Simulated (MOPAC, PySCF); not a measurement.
C$_{2}$H$_{7}$NO, SMILES `COCN`, neutral singlet in the gas phase. 

Cartesian coordinates (Å):
```xyz
11

C      1.3459     0.5143     0.0090
O      0.4804    -0.2766     0.7740
C     -0.5808    -0.8393     0.0262
N     -1.5867     0.0587    -0.4428
H      2.1730     0.8140     0.6529
H      0.8587     1.4232    -0.3692
H      1.7502    -0.0452    -0.8474
H     -0.1699    -1.3757    -0.8402
H     -1.0388    -1.5632     0.7019
H     -1.2501     0.6868    -1.1591
H     -1.9819     0.6031     0.3126
```
Charge 0, spin multiplicity 1.

All levels are single points at this geometry (PBE0-D3(BJ)/def2-TZVP); Pople sets use spherical d functions. Orbital energies aren't observables, and empty levels follow the basis.

| level | HOMO (eV) | LUMO (eV) | gap (eV) | dipole (D) | vertical IE, Delta-SCF (eV) |
|---|---|---|---|---|---|
| PBE-D3(BJ)/def2-TZVP in PySCF | -5.68 | 0.25 | 5.93 | 1.35 | – |
| PBE0-D3(BJ)/def2-TZVP in PySCF | -7.24 | 1.08 | 8.32 | 1.42 | – |
| PBE/6-31G* in PySCF | -5.23 | 1.50 | 6.72 | 1.43 | 8.93 |
| HF/3-21G in PySCF | -10.73 | 6.83 | 17.56 | 1.88 | – |
| HF/6-31G* in PySCF | -10.98 | 5.94 | 16.92 | 1.66 | 8.69 |
| HF/STO-3G in PySCF | -8.81 | 15.48 | 24.29 | 1.44 | – |
| AM1 in MOPAC | -10.43 | 3.04 | 13.47 | 1.53 | – |
| PM3 in MOPAC | -9.83 | 2.81 | 12.64 | 1.37 | – |
| PM6 in MOPAC | -9.94 | 2.17 | 12.11 | 1.99 | – |
